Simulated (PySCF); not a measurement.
**A geometry optimisation of H4InSiZn+ with PBE0-D3(BJ)/def2-SVP**

The starting geometry of this gas-phase singlet was optimised with GFN2-xTB.

```xyz
7

In   -0.2257    3.2200   -1.5912
Si   -0.0049   -2.2567    0.2788
Zn   -0.1038    0.1278   -0.5126
H     0.0244   -3.0623   -0.9446
H    -0.2946    4.9873   -2.2583
H     1.2284   -2.3429    1.0662
H    -1.2218   -2.4454    1.0735
```

**Question.** Where would you expect an optimisation with PBE0-D3(BJ)/def2-SVP to take it?

**Answer.** A new bond forms, giving a structure given below by its coordinates. Contacts that close: In1–Zn3 (3.28 → 2.73 Å).

The energy falls by 0.49 eV over 9 steps:

```
step  E − E(last) (eV)
   1             0.490
   2             0.250
   3             0.058
   4             0.015
   5             0.001
   6             0.000
   7             0.000
   8             0.000
   9             0.000
```

Final geometry (Å):

```yaml
atoms:
  - { symbol: In, position_ang: [-0.2132, 2.9609, -1.5248] }
  - { symbol: Si, position_ang: [-0.0199, -1.8660, 0.1454] }
  - { symbol: Zn, position_ang: [-0.1112, 0.3890, -0.6270] }
  - { symbol: H, position_ang: [0.0122, -2.7482, -1.0556] }
  - { symbol: H, position_ang: [-0.2784, 4.5926, -2.0989] }
  - { symbol: H, position_ang: [1.2201, -2.0133, 0.9594] }
  - { symbol: H, position_ang: [-1.2399, -2.1114, 0.9658] }
```

No frequencies were run, so the end isn't proven a minimum. Atoms past krypton carry core potentials, without spin–orbit terms. Run with PySCF 2.14.0, 63 s on 2 threads of Arm Neoverse V1 (shared host).
